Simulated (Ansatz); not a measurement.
This geometry of ClH2InO (5 atoms, charge 0, multiplicity 1) is a first-order saddle point.

The calculation used RKS LDA/def2-SVP (Ansatz 0.2.0).

```xyz
5
Properties=species:S:1:pos:R:3
O -1.202 -0.310 -0.850
In 0.462 0.259 0.067
Cl 1.547 -1.579 1.019
H -2.010 -0.163 -0.322
H 1.204 1.794 0.086
```

Problem. Which two structures does it join? (They come from a converged band through this point; their orientation in space is the band's.)

Solution. No bond is made or broken. The dihedral H4–O1–In2–Cl3 goes from 0 to -180°.

First end point:

```xyz
5
Properties=species:S:1:pos:R:3
O -1.398 0.142 -0.586
In 0.451 0.404 0.066
Cl 1.280 -1.608 0.930
H -1.669 -0.786 -0.436
H 1.336 1.848 0.026
```

Last end point:

```xyz
5
Properties=species:S:1:pos:R:3
O -1.329 -0.528 -0.376
In 0.449 0.184 0.126
Cl 1.656 -1.569 1.064
H -1.887 0.167 -0.779
H 1.111 1.746 -0.034
```

Problem. How far does it lie above each of them?

Solution. 0.214 eV above the first and 0.126 eV above the second. This is the barrier of this one path; another mechanism may lie lower.

Run time: 40 s on 1 thread of Arm Neoverse V2 (shared host), peak memory 0.12 GiB.
